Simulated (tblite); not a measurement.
Input of a run (GFN2-xTB geometry optimisation, gas phase (tblite 0.8.0)), started from a force field or distance geometry:
```
{"job": {"kind": "relax", "xc": "GFN2-xTB", "basis": "xTB"}, "charge": 0, "multiplicity": 1}
Si     4.334200     0.024000     0.580600
P      2.428300     1.119100     0.901200
Si     1.257400    -0.097200    -0.509200
C     -0.553800     0.398200    -0.400300
C     -1.494400    -0.311800    -1.372000
C     -2.889200     0.035200    -0.867700
C     -2.742100     0.167500     0.645500
C     -1.239100     0.113400     0.952500
H      4.119600    -1.427800     0.802800
H      4.809200     0.276200    -0.791900
H      5.321300     0.518300     1.558900
H      2.034400     0.461400     2.103100
H      1.746300     0.161500    -1.874100
H      1.410100    -1.531700    -0.185800
H     -0.615100     1.480100    -0.581100
H     -1.350900     0.028300    -2.399100
H     -1.351000    -1.395400    -1.358100
H     -3.213500     0.987700    -1.287000
H     -3.624200    -0.716500    -1.141900
H     -3.266000    -0.639400     1.176600
H     -3.177700     1.118600     0.994200
H     -0.990200    -0.887200     1.327300
H     -0.958400     0.838200     1.735800
```

Output (eV, eV/Å):
```
step      E/eV     max force
  0    -662.38500    0.857
  1    -662.42594    0.505
  2    -662.44261    0.188
  3    -662.44772    0.258
  4    -662.45662    0.276
  5    -662.46111    0.194
  6    -662.46445    0.114
  7    -662.46656    0.086
  8    -662.46818    0.091
  9    -662.46922    0.079
 10    -662.47011    0.092
 11    -662.47117    0.114
 12    -662.47257    0.108
 13    -662.47411    0.110
 14    -662.47551    0.101
 15    -662.47661    0.075
 16    -662.47742    0.079
 17    -662.47800    0.065
 18    -662.47849    0.062
 19    -662.47901    0.059
 20    -662.47958    0.069
 21    -662.48008    0.068
 22    -662.48049    0.053
 23    -662.48086    0.043
 24    -662.48129    0.046
 25    -662.48176    0.053
 26    -662.48219    0.049
 27    -662.48252    0.048
 28    -662.48284    0.040
 29    -662.48317    0.048
 30    -662.48349    0.044
 31    -662.48378    0.038
 32    -662.48406    0.035
 33    -662.48434    0.039
 34    -662.48458    0.029
 35    -662.48475    0.031
 36    -662.48490    0.031
 37    -662.48509    0.035
 38    -662.48531    0.041
 39    -662.48548    0.029
 40    -662.48556    0.015
 41    -662.48560    0.013
 42    -662.48563    0.013
 43    -662.48568    0.017
 44    -662.48573    0.015
 45    -662.48580    0.022
 46    -662.48588    0.024
 47    -662.48598    0.019
 48    -662.48608    0.021
 49    -662.48616    0.019
 50    -662.48626    0.026
 51    -662.48639    0.032
 52    -662.48656    0.029
 53    -662.48673    0.037
 54    -662.48688    0.031
 55    -662.48702    0.027
 56    -662.48716    0.030
 57    -662.48731    0.026
 58    -662.48742    0.025
 59    -662.48752    0.021
 60    -662.48763    0.025
 61    -662.48775    0.022
 62    -662.48785    0.022
 63    -662.48792    0.022
 64    -662.48799    0.019
 65    -662.48807    0.024
 66    -662.48819    0.027
 67    -662.48829    0.020
 68    -662.48835    0.018
 69    -662.48839    0.016
 70    -662.48843    0.014
 71    -662.48847    0.012
 72    -662.48850    0.010
 73    -662.48852    0.012
 74    -662.48855    0.014
 75    -662.48859    0.014
 76    -662.48862    0.012
 77    -662.48864    0.010
```

Summarise the run.

The energy falls by 2.4 kcal/mol over 77 L-BFGS steps, the largest force on an atom goes from 0.86 to 0.010 eV/Å, and the atoms move by 0.129 Å rms after alignment. The bond that changes most is P2–H12 (three-coordinate phosphorus to P–H hydrogen), which shortens by 0.047 Å. Bonds longer at the end by more than 0.005 Å: 4 of 23; shorter: 10. Among the angles that change most is Si1–P2–Si3, from 95.3° to 101.6°. The energy never rose by more than 1e-5 eV on the way. The first step brought 40 % of the lowering.

What are the final bond lengths?

Si1–P2 2.225 Å, P2–Si3 2.235 Å, Si3–C4 1.900 Å, C4–C5 1.526 Å, C5–C6 1.531 Å, C6–C7 1.541 Å, C7–C8 1.537 Å, C4–C8 1.530 Å, Si1–H9 1.465 Å, Si1–H10 1.461 Å, Si1–H11 1.462 Å, P2–H12 1.379 Å, Si3–H13 1.467 Å, Si3–H14 1.472 Å, C4–H15 1.096 Å, C5–H16 1.089 Å, C5–H17 1.091 Å, C6–H18 1.091 Å, C6–H19 1.089 Å, C7–H20 1.090 Å, C7–H21 1.090 Å, C8–H22 1.092 Å, C8–H23 1.090 Å. Numbering counts from 1 in the input's order; the species is `[SiH3]P[SiH2]C1CCCC1`.

Time: 1.3 s wall. Hardware: one thread of an Arm Neoverse N1 (shared host).

Its GFN2-xTB frequencies are all real (lowest 19 cm⁻¹). One conformer, not necessarily the lowest. 3 starts were optimised and ended at 0.00, 0.29 and 0.43 kcal/mol (GFN2-xTB); the lowest of these is shown.

These are computed values.
